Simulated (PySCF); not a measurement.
## How methods differ on the excitation energy of Mg⁺

Mg⁺ [Ne] 3s1 (2S) → Mg⁺ [Ne] 3d1 (2D), as a difference of total energies. All numbers are calculated (PySCF 2.14, no relativity, point nucleus, in aug-cc-pCVTZ (8s7p5d3f, 75 functions)). Correlated levels: nothing frozen. The calculations carry no spin-orbit coupling.

| method | excitation energy (eV) | error (eV) |
| --- | --- | --- |
| UHF | 8.642 | -0.222 |
| MP2 (all electrons) | 8.809 | -0.055 |
| SCS-MP2 (all electrons) | 8.773 | -0.091 |
| CCSD (all electrons) | 8.810 | -0.054 |
| CCSD(T) (all electrons) | 8.816 | -0.048 |

Reference: 8.864 eV (measured; NIST levels, between the centres of gravity of the two terms).

Errors of the correlated levels include the incompleteness of this basis.
